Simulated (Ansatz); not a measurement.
CH9NO2Si2 (`C[SiH](O)N[SiH2]O`), charge 0, multiplicity 1.

(1) Give a relaxed structure at PBE0-D4/def2-TZVP (Ansatz 0.2.0). (Estimate.)

## Answers

(1) Ansatz gave: 
```xyz
15

C    -0.9659   -1.9071   -1.4108
Si    0.1536   -0.6709   -0.6054
O     0.7668    0.2691   -1.8109
N    -0.6949    0.2615    0.5851
Si    0.1188    1.2722    1.6975
O     1.3393    2.0189    0.8575
H    -0.4268   -2.4668   -2.1783
H    -1.8096   -1.4078   -1.8948
H    -1.3570   -2.6158   -0.6777
H     1.2671   -1.3137    0.1461
H     1.2279    1.0509   -1.4938
H    -1.6528    0.5065    0.3802
H    -0.8572    2.2493    2.2462
H     0.7562    0.5206    2.8116
H     2.1346    2.2332    1.3476
```
This is one stationary point; other conformers may exist.
